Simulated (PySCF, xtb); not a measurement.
ClISi, neutral, multiplicity 1. Atoms are numbered in the order given.

```xyz
3

Si     1.0583    -1.1284     0.0000
Cl    -0.5428    -2.4732     0.0000
I     -0.1055     1.0913     0.0000
```
Charge 0, spin multiplicity 1.

Geometry optimised at B3LYP-D3(BJ)/def2-TZVP. The def2 effective core potentials stand for the cores of I; spin–orbit coupling is left out.

Level of theory: C-PCM-PBE0/def2-SVP in PySCF.

The values are the electrostatic part of the solvation free energy, E(continuum) − E(gas) at the gas-phase geometry, in a cavity of scaled van der Waals radii (PySCF's table); cavitation and dispersion terms are not included. In vacuum the orbital gap is 4.23 eV. The dipole moment in vacuum is 0.98 D.

Q: Estimate the values in water (ε = 78.36), 1-octanol (ε = 9.86), acetone (ε = 20.49). (The exact figures need the calculation; the answer reports its results.)

A: 
| solvent | ε | ΔG(elec) (kcal/mol) | dipole (D) | gap (eV) |
|---|---|---|---|---|
| water | 78.36 | -1.4 | 1.44 | 4.34 |
| 1-octanol | 9.86 | -1.3 | 1.38 | 4.33 |
| acetone | 20.49 | -1.4 | 1.42 | 4.34 |

For comparison, GFN2-xTB/ALPB(water) (xtb, at the GFN2-xTB geometry, all terms of that model) gives -0.8 kcal/mol.
